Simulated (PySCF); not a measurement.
Sn(F)2(Me)2 (C2H6F2Sn), SMILES [CH3][Sn]([CH3])([F])[F]. Heavy atoms are numbered as in [CH3:1][Sn:2]([CH3:3])([F:4])[F:5]. Hydrogens are named by the atom that carries them.

Geometry: B3LYP-D3(BJ)/def2-SVP. The def2 effective core potentials stand for the cores of Sn; spin–orbit coupling is left out.

All values below come from ωB97X/def2-TZVP (PySCF).

ESP charges are fitted to the potential on shells at 1.4 to 2.0 van der Waals radii. Atomic charges (e), one atom of each kind:

```csv
atom,Löwdin,Mulliken,ESP fit
C1 (CH3),-0.50,-0.62,-0.84
Sn2,0.79,1.29,1.23
F4,-0.28,-0.50,-0.45
H on C1,0.12,0.14,0.21
```
